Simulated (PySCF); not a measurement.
Computed shifts of a molecule Cl₂GeH₄Si, PBE/pcSseg-1 in PySCF, GIAO, gas phase, atoms alike by connectivity averaged where their shifts nearly agree, in ppm (number of nuclei): ²⁹Si: 38.2 (1). ¹H: 6.82 (1), 3.98 (3). References: ²⁹Si against TMS (σ = 335.4 ppm); ³⁵Cl against HCl (σ = 936.5 ppm); ⁷³Ge against GeH4 (σ = 1614.4 ppm); ¹H against TMS (σ = 31.49 ppm), references at their B3LYP-D3(BJ)/def2-TZVP geometries, non-relativistic (without spin–orbit terms, shifts of atoms bonded to Cl or Br come out too high). Geometry: ωB97X-D3(BJ)/def2-SVP. One conformer was computed; it need not be the lowest.

Problem. Identify the compound among the candidates.
A) Cl[SiH2][GeH2][Cl]
B) Cl[SiH](Cl)[GeH3]
C) [SiH3][GeH]([Cl])[Cl]

Solution. B, Cl[SiH](Cl)[GeH3]
